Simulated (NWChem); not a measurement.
Molecule: C₃H₄ClFSi; SMILES [Si@@](F)(Cl)(C)C#C

Program: NWChem. Pople sets run with spherical d functions. Geometry: optimised at B3LYP/6-31G* (spherical d). B3LYP is NWChem's, with the RPA form of VWN correlation. Level: B3LYP/6-31G* with SMD (1 M gas to 1 M solution), gas-phase geometry. Reactions with the solvent are ignored.

For solvent water:

```
Item                                         Result
-------------------------------------------  ------
solvation free energy (kcal/mol)                0.0
cavity-dispersion-structure term (kcal/mol)     5.7
dipole in solution (D)                         3.48
```

### Question
What are these values for solvent toluene?

### Answer
| Item | Result |
|---|---|
| solvation free energy (kcal/mol) | -3.1 |
| cavity-dispersion-structure term (kcal/mol) | 0.1 |
| dipole in solution (D) | 3.15 |
